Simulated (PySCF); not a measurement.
# TaBr⁺ at LDA

Level: LDA. Ta def2-TZVPPD with ECP60, Br def2-TZVPPD; scalar-relativistic core potentials (PySCF 2.14).

* state: ⁴Σ⁻ (quartet), unpaired electrons σ ↑, δ ↑↑
* bond length: 2.288 Å
* harmonic wavenumber: 330 cm⁻¹
* force constant: 3.52 mdyn/Å
* rotational constant Be: 0.05861 cm⁻¹
* anharmonicity ωexe: 0.594 cm⁻¹
* vibration–rotation constant αe: 0.000142 cm⁻¹
* bond order (Mayer): 1.99
* dipole moment (positive dipole points towards Br; it is taken about the centre of mass and depends on that origin): -2.65 D

De is left out where the level can put another filling of the metal’s s and d shells below the measured ground configuration, by anything from nothing to about 1 eV. These are scalar-relativistic numbers at best; spin–orbit coupling would shift them, the dissociation energy most. With d or f electrons several states lie close, and the lowest PBE0 determinant need not be the measured ground state.
